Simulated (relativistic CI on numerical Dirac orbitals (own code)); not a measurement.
Pr⁴⁺: M4,5 absorption edge

Computed with this model: Dirac-Coulomb-Breit CI, separate exchange-only KLI orbitals for each configuration, a model potential for QED, multiplet model of core-to-valence dipole absorption, unscaled Slater integrals; configurations [Xe] 4f → [Ar] 3d9 4s2 4p6 4d10 4f2 5s2 5p6; 80 K; Lorentzian 0.6 eV and Gaussian 0.4 eV FWHM. Energies are those of the free ion, without screening or charge transfer. The branching ratio is the share of the lower-energy edge in the whole absorption, uncertain by about 0.02 where the edges overlap. S is read from ⟨S²⟩ = S(S + 1).

Field parameters in Wybourne normalisation; cubic f-shell fields have B⁴₄ = √(5/14) B⁴₀ and B⁶₄ = −√(7/2) B⁶₀. The field is a parameter set, without covalency.

free ion: ground-state S = 0.50, centroid 947.84 eV, branching ratio 0.412. Peaks (eV, height): 935.3 (33), 936.0 (30), 937.3 (73), 951.5 (11), 953.8 (40), 956.6 (100), 960.2 (8).

Oh, B40 = 3560, B60 = 1170 cm⁻¹: ground-state S = 0.50, centroid 947.85 eV, branching ratio 0.412. Peaks (eV, height): 935.4 (37), 937.4 (70), 951.6 (11), 953.9 (40), 956.7 (100), 960.3 (7).

The statistical ratio of this edge is 3/5 = 0.600. Values above it arise where the holes sit mainly in the j = l + 1/2 valence subshell or the ground state has high spin; values below it where core-valence Coulomb terms move weight to the upper edge, as in nearly empty shells.

Strongest unbroadened transitions for Oh, B40 = 3560, B60 = 1170 cm⁻¹:

```tsv
Energy (eV)	Relative strength
935.24	8.0
935.29	17.0
935.46	6.3
935.86	6.9
936.16	11.2
936.20	7.2
937.30	43.5
937.34	47.7
937.63	20.4
953.85	26.7
953.90	31.9
954.77	8.6
956.62	21.3
956.64	100.0
956.89	7.2
956.98	9.1
957.08	38.0
960.30	9.2
```
